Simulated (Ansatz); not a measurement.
Computed with Ansatz on PBE0-D4/def2-TZVP structures; ΔE is electronic, products minus reactants. CCSD(T)/CBS adds triple-zeta CCSD(T) − MP2 to the extrapolated MP2 energy (def2 sets, frozen cores). DFT in def2-TZVPP. B3LYP here is the variant with VWN-RPA as its local correlation; programs differ in this. For Se outer-core shells are correlated without core-valence functions, which leaves a few kJ/mol of doubt a bond. Scalar relativity is left out up to krypton. Each species was taken in one conformer, which may not be the lowest.

`FB1CO1` + `C[Se]CC#N` → `C[Se]B1CO1` + `N#CCF`  (formal exchange of groups at a B–F bond)

```csv
level,ΔE (eV)
PBE-D4,1.19
B2PLYP,1.28
PBE,1.17
PBE0,1.20
B3LYP,1.24
HF/def2-TZVPP,1.27
HF/def2-QZVPP,1.29
MP2/def2-QZVPP,1.36
```

Question: What does CCSD(T)/CBS give? (Estimate.)

Answer: Ansatz gave: +1.29 eV. The listed levels differ from it by -0.10, -0.01, -0.12, -0.09, -0.05, -0.02, 0.00, 0.07 eV.

Largest T1 diagnostic among the species: 0.014.

The D4 term adds +0.03 eV with B3LYP and +0.02 eV with PBE0; it sums over pairs of atoms, weighted by their polarisabilities, and B3LYP, whose exchange is more repulsive, gets the larger term. From PBE to PBE0 (25 % exact exchange), in def2-TZVPP and without D4, ΔE moves by +0.03 eV.
